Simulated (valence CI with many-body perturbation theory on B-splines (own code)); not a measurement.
Values are calculated unless marked as measured or tabulated.
# Ladder of approximations for La⁴¹⁺

Level of theory: relativistic CI+MBPT: six valence electrons over a frozen Dirac-Fock core [Ne], a basis of 9 s, 9 p, 8 d, 6 f, 3 g, 1 h functions for each j, with the one-electron correlation potential Σ1 (screened to all orders), the two-electron term Σ2, the three-electron term Σ3, Breit, model QED; selected single and double excitations, second order for the rest, scaled by the run's own slope (own B-spline code, finite nucleus).

No measured spectrum was set against this ion. As an estimate, large intervals hold to a few tenths of a per cent, small ones and those within an open d or f shell to about a per cent. Among the levels kept, up to 1100 cm⁻¹ of a level comes from second order outside the variational space, and about a tenth of that is noise between levels of different J, which matters for small intervals.

Each rung adds one term. CI alone is the Dirac-Coulomb CI over the frozen core; QED comes last and gives the full result, which names the levels. Energies are above (3s^2 3p1/2^2 3p3/2^2) J=2 on the same rung, in cm⁻¹.

Levels are named by their leading jj configuration (3d3/2^4 stands for four electrons in 3d with j = 3/2), which in mixed levels can hold well under half, so a name can repeat and another be missing. Letters in brackets count levels of one name in rising energy.

```tsv
Level	CI alone	+ Σ1	+ Σ2	+ Σ3	+ Breit	Full
(3s^2 3p1/2^2 3p3/2^2) J=0	110224	110236	109870	109485	110949	110930
(3s^2 3p1/2 3p3/2^3) J=1	801007	801754	802535	802584	792484	793825
(3s^2 3p1/2 3p3/2^3) J=2	862068	862820	863352	863185	851552	852883
(3s^2 3p1/2^2 3p3/2 3d3/2) J=2	1355080	1353490	1350810	1349650	1346040	1344160
(3s^2 3p1/2^2 3p3/2 3d3/2) J=1	1389990	1388430	1385870	1384740	1381440	1379300
(3s^2 3p1/2^2 3p3/2 3d3/2) J=0	1398880	1397310	1394920	1393680	1391850	1389900
(3s^2 3p1/2^2 3p3/2 3d3/2) J=3	1403610	1402080	1399440	1398020	1392320	1390560
(3s^2 3p1/2^2 3p3/2 3d5/2) J=2	1561430	1560500	1558350	1557790	1548870	1545860
(3s^2 3p1/2^2 3p3/2 3d5/2) J=4	1574610	1573700	1571170	1569760	1557810	1556550
(3s^2 3p3/2^4) J=0	1706110	1707590	1708890	1708590	1687820	1690350
(3s^2 3p1/2^2 3p3/2 3d5/2) J=3	1717470	1716500	1712110	1709780	1699030	1697750
(3s^2 3p1/2^2 3p3/2 3d5/2) J=1	1761230	1760330	1756890	1754710	1746200	1744190
(3s 3p1/2^2 3p3/2^3) J=2	1837570	1836640	1834390	1834640	1830630	1822090
(3s 3p1/2^2 3p3/2^3) J=1	1948330	1947400	1944920	1945040	1940560	1932990
(3s^2 3p1/2 3p3/2^2 3d3/2) J=2 [a]	2109640	2108800	2106940	2106120	2090930	2090450
(3s^2 3p1/2 3p3/2^2 3d3/2) J=0	2111080	2110250	2108790	2108040	2093710	2092880
(3s^2 3p1/2 3p3/2^2 3d3/2) J=1 [a]	2117000	2116150	2114160	2113340	2099830	2098530
(3s^2 3p1/2 3p3/2^2 3d3/2) J=3 [a]	2155690	2154880	2153010	2151950	2134330	2133900
(3s^2 3p1/2 3p3/2^2 3d3/2) J=4	2215620	2214800	2212990	2211530	2192200	2191750
(3s^2 3p1/2 3p3/2^2 3d3/2) J=2 [b]	2280010	2279210	2276670	2275060	2259560	2258960
(3s^2 3p1/2 3p3/2^2 3d5/2) J=3 [a]	2296240	2296040	2294130	2293220	2271930	2271970
(3s^2 3p1/2 3p3/2^2 3d5/2) J=4 [a]	2310750	2310560	2308960	2307810	2285980	2286020
(3s^2 3p1/2 3p3/2^2 3d5/2) J=1 [a]	2356480	2356280	2354730	2353830	2333580	2332520
(3s^2 3p1/2 3p3/2^2 3d5/2) J=0	2359500	2359300	2358450	2358030	2339160	2337120
(3s^2 3p1/2 3p3/2^2 3d5/2) J=4 [b]	2382070	2381900	2380070	2378740	2354350	2354410
(3s^2 3p1/2 3p3/2^2 3d3/2) J=3 [b]	2389420	2388610	2383080	2380230	2363550	2363050
(3s^2 3p1/2 3p3/2^2 3d5/2) J=5	2405360	2405190	2403740	2402150	2376190	2376130
(3s^2 3p1/2 3p3/2^2 3d3/2) J=2 [c]	2405300	2404470	2398050	2395470	2381350	2379670
(3s^2 3p1/2 3p3/2^2 3d3/2) J=1 [b]	2420690	2419910	2413900	2411730	2398020	2396160
(3s^2 3p1/2 3p3/2^2 3d5/2) J=2 [a]	2501150	2500990	2498880	2496800	2477460	2477470
(3s^2 3p1/2 3p3/2^2 3d3/2) J=1 [c]	2505490	2504720	2497770	2494820	2481560	2479450
```

Task: How does the ionisation energy move along the ladder, and which term matters most?

Result: CI alone 3136.4, + Σ1 3137.3, + Σ2 3137.4, + Σ3 3136.7, + Breit 3134.7, + QED 3134.6 eV. The largest step is Breit, -2.1 eV. NIST lists 3133 ± 4 eV (theoretical).
